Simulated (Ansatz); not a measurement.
Mulliken charges of CH3BrOSn (`C[O][Sn][Br]`) from PBE/def2-TZVPP in Ansatz (PBE0-D4/def2-TZVP geometry).

```json
{"atom": "C1", "x (Å)": "-0.541", "y (Å)": "0.468", "z (Å)": "0.538", "charge (e)": "-0.104"}
{"atom": "O2", "x (Å)": "0.642", "y (Å)": "0.842", "z (Å)": "-0.120", "charge (e)": "-0.451"}
{"atom": "Sn3", "x (Å)": "1.866", "y (Å)": "-0.129", "z (Å)": "-1.298", "charge (e)": "0.665"}
{"atom": "Br4", "x (Å)": "0.693", "y (Å)": "-2.388", "z (Å)": "-1.338", "charge (e)": "-0.385"}
{"atom": "H5", "x (Å)": "-1.363", "y (Å)": "1.114", "z (Å)": "0.211", "charge (e)": "0.096"}
{"atom": "H6", "x (Å)": "-0.819", "y (Å)": "-0.573", "z (Å)": "0.344", "charge (e)": "0.084"}
{"atom": "H7", "x (Å)": "-0.416", "y (Å)": "0.599", "z (Å)": "1.618", "charge (e)": "0.096"}
```

**Question.** By hand: the dipole of these point charges (1 e Å = 4.8032 D).

**Answer.** Σ q r = (0.501, 0.521, -0.145) e Å, of length 0.737 e Å = 3.54 D.

**Question.** How does the dipole of the full density compare? (Estimate.)

**Answer.** Computed: (0.197, 0.309, -0.019) e Å, 1.76 D; the point charges give 2.01 times that, at 14° from its direction.

Point charges leave out the atoms' own dipoles, such as those of lone pairs, and Mulliken's split depends on the basis, so the two needn't agree.
